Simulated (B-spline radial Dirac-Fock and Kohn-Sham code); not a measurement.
Si³⁺ 2p1/2: cross section and angular parameters

System: Si³⁺ in the configuration 1s2 2s2 2p6 3s1; threshold 146.6 eV (orbital energy of the model). These are calculated numbers from an atomic code on a B-spline grid; the model is Dirac-Hartree-Slater photoionisation with a Latter tail; cross sections with all multipoles, angular parameters from the dipole term and its interference with E2.

For linearly polarised light dσ/dΩ = σ/(4π) [1 + β P₂(cos θ) + (δ + γ cos²θ) sin θ cos φ], with θ from the polarisation vector and φ the angle between the beam and the projection of the electron momentum on the plane normal to the polarisation.

```csv
hν (eV),σ (kb),β,γ,δ
300,383,1.485,0.114,0.015
315,339,1.488,0.127,0.015
318,331,1.488,0.130,0.015
412,171,1.475,0.200,0.018
524,88.6,1.430,0.267,0.022
721,35.4,1.336,0.360,0.029
762,30.1,1.317,0.376,0.031
773,28.9,1.311,0.380,0.031
1253.6,?,?,?,?
2000,1.44,0.890,0.653,0.084
2020,1.39,0.885,0.655,0.085
3520,0.205,0.632,0.787,0.144
4000,0.131,0.580,0.815,0.160
4430,0.0906,0.540,0.838,0.175
4900,0.0630,0.503,0.862,0.190
5300,0.0474,0.475,0.881,0.202
6320,0.0248,0.417,0.926,0.231
6360,0.0243,0.415,0.928,0.232
7180,0.0155,0.378,0.962,0.254
7480,0.0133,0.366,0.974,0.262
10900,0.00319,0.266,1.088,0.341
12000,0.00221,0.242,1.119,0.363
13100,0.00157,0.222,1.147,0.384
```

Question: Give the values at Mg Kα (1253.6 eV).

Answer: σ = 6.57 kb, β = 1.111, γ = 0.525, δ = 0.051.
